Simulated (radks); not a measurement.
Effect of the nuclear size on the osmium ion Os2+, [Xe] 4f14 5d6. All-electron calculation, Dirac Kohn-Sham, relativistic LDA (MacDonald-Vosko exchange, VWN5 correlation), spin-unpolarised, spherical densities, finite nucleus; open shells are shared between the two j in proportion to 2j + 1; Fermi nuclear charge, rms radius 5.4126 fm. Program: a radial shooting solver on a logarithmic mesh with Libxc functionals. The rms radius is varied about that value; shifts are against it.

rms radius (fm),total energy shift (eV),density at nucleus (e/bohr^3),1s1/2 shift (meV),2s1/2 shift (meV),5s1/2 shift (meV),5p1/2 shift (meV),5d5/2 shift (meV),6s1/2 (empty) shift (meV),6p1/2 (empty) shift (meV)
4.3463,-25.8,1.789e+06,-10300,-1490,-15.6,-0.137,0.157,-2.13,-0.091
5.1474,-6.75,1.681e+06,-2710,-389,-4.07,-0.036,0.041,-0.557,-0.024
5.4126,0,1.65e+06,0.000,0.000,0.000,0.000,0.000,0.000,0.000
5.7861,9.87,1.61e+06,3960,569,5.95,0.053,-0.060,0.814,0.035
6.0567,17.3,1.583e+06,6930,995,10.4,0.094,-0.105,1.42,0.061

Slopes of the eigenvalues against <r^2> in GHz/fm^2, as finite differences over the two radii next to the reference (eigenvalue slopes, not the field-shift constants of lines): 1s1/2 231000, 2s1/2 33200, 5s1/2 347, 5p1/2 3.10, 5d5/2 -3.50, 6s1/2 (empty) 47.5, 6p1/2 (empty) 2.03.
